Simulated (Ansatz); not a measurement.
Reaction (formal exchange of groups at the Al–C bond): `[F][Al]([F])[CH]1CC1` + `OC[SeH]` → `[F][Al]([F])[SeH]` + `OCC1CC1`

Computed with Ansatz on PBE0-D4/def2-TZVP structures; ΔE is electronic, products minus reactants. CCSD(T)/CBS adds triple-zeta CCSD(T) − MP2 to the extrapolated MP2 energy (def2 sets, frozen cores). DFT in def2-TZVPP. For Se outer-core shells are correlated without core-valence functions, which leaves a few kJ/mol of doubt a bond. Scalar relativity is left out up to krypton. One conformer a species, not always the lowest.

`[F][Al]([F])[CH]1CC1`:

Z-matrix (Å, degrees):
```
C
C 1 1.521
Al 1 1.906 2 120.4
C 1 1.521 2 58.3 3 109.2
H 1 1.086 2 113.9 3 -146.5
H 2 1.084 1 118.7 3 -1.2
H 2 1.083 1 116.8 3 141.9
F 3 1.643 1 123.5 2 -146.0
F 3 1.646 1 119.6 2 34.0
H 4 1.084 1 118.7 2 -108.1
H 4 1.083 1 116.8 2 108.9
```

`OC[SeH]`:

Z-matrix (Å, degrees):
```
C
Se 1 1.972
O 1 1.389 2 115.1
H 1 1.089 2 105.2 3 -117.8
H 1 1.093 2 106.5 3 126.5
H 2 1.469 1 94.9 3 -93.9
H 3 0.961 1 109.0 2 57.7
```

`[F][Al]([F])[SeH]`:

```xyz
5

F    -0.668    0.408    2.061
Al   -0.406   -0.030    0.506
F    -1.535   -0.927   -0.272
Se    1.521    0.620   -0.536
H     1.088   -0.071   -1.759
```

`OCC1CC1`:

```xyz
13

O    -1.018   -1.461   -1.464
C    -1.091   -0.712   -0.269
C    -0.166    0.466   -0.263
C     0.346    0.996    1.037
C     1.271    0.258    0.119
H    -0.090   -1.649   -1.630
H    -2.132   -0.387   -0.185
H    -0.875   -1.344    0.607
H    -0.356    1.192   -1.047
H     0.471    2.067    1.140
H     0.031    0.494    1.944
H     1.576   -0.740    0.416
H     2.032    0.821   -0.406
```

```json
{"level": "PBE-D4", "ΔE (kcal/mol)": "-27.2"}
{"level": "PBE", "ΔE (kcal/mol)": "-27.1"}
{"level": "CCSD/def2-TZVPP", "ΔE (kcal/mol)": "-30.2"}
{"level": "MP2/def2-QZVPP", "ΔE (kcal/mol)": "-30.2"}
```

(1) What does CCSD(T)/CBS give? (Estimate.)

Largest T1 diagnostic among the species: 0.011.

Results:

(1) Computed: -30.1 kcal/mol. The listed levels differ from it by 2.9, 3.0, -0.1, -0.1 kcal/mol.

In def2-TZVPP, CCSD(T) changes the Hartree–Fock value by +3.2 kcal/mol (the triples alone add +0.6 kcal/mol) and MP2 by +3.0 kcal/mol. From PBE to PBE0 (25 % exact exchange), in def2-TZVPP and without D4, ΔE moves by −2.3 kcal/mol.
